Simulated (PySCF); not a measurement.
Tl (thallium, neutral) across methods

[Xe] 4f14 5d10 6s2 6p1, 2P determinant. Calculation: PySCF 2.14, in x2c-QZVPPall; scalar relativity by spin-free X2C-1e.

| method | E (hartree) | mean ε 6s α (eV) | mean ε 6s β (eV) | mean ε 6p α (eV) | Σ⟨r²⟩ (bohr²) | ⟨S²⟩ |
| --- | --- | --- | --- | --- | --- | --- |
| PBE | -20249.79 | -9.652 | -9.217 | -2.682 | 70.65 | 0.751 |
| PBE0 | -20249.51 | -10.669 | -10.013 | -3.425 | 70.17 | 0.752 |
| r2SCAN | -20249.77 | -9.943 | -9.385 | -2.897 | 69.78 | 0.754 |
| LDA | -20237.55 | -9.933 | -9.556 | -2.753 | 70.22 | 0.751 |

Task: Estimate the same row for UHF.

Result: E (hartree) = -20243.78296; mean ε 6s α (eV) = -12.874; mean ε 6s β (eV) = -11.506; mean ε 6p α (eV) = -5.232; Σ⟨r²⟩ (bohr²) = 71.11; ⟨S²⟩ = 0.759.

Spin-orbit coupling, absent here, splits the open shell strongly.
